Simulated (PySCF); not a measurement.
**C₆ coefficients of unlike pairs at PBE**

Calculated with PySCF 2.14 from the dipole response of each species, C₆(A,B) = (3/π) ∫ α_A(iu) α_B(iu) du, in atomic units, from isotropic polarisabilities. For ions this is the dispersion term alone; charge-induced terms of lower order in 1/R come first.

```tsv
species	configuration	basis	relativity	α (bohr³)	C₆ (like pair)
K	[Ar] 4s1 (2S)	x2c-QZVPPall with one added diffuse shell each of s, p, d, f type (12s8p5d4f)	spin-free X2C	321.3	4507
B²⁺	[He] 2s1 (2S)	aug-cc-pVQZ (6s5p4d3f2g)	none	7.001	9.304
Al³⁺	[Ne] (1S)	dyall-av3z (19s12p3d2f)	spin-free X2C	0.1331	0.04916
Kr⁺	[Ar] 3d10 4s2 4p5 (2P)	aug-cc-pVTZ-PP with ECP10MDF (6s5p4d2f)	core potential	11.12	68.48
```

Estimate C₆ for Kr⁺ with Al³⁺.

The integral gives 1.400. The combination rule 2 C_A C_B / (C_A α_B/α_A + C_B α_A/α_B) gives 1.366 and the geometric mean 1.835.

No spin-orbit coupling is included.

The other pairs:

| pair | C₆ |
| --- | --- |
| B²⁺, K | 164.1 |
| Kr⁺, K | 314.5 |
| Al³⁺, B²⁺ | 0.3625 |
| Kr⁺, B²⁺ | 22.44 |
| Al³⁺, K | 4.378 |
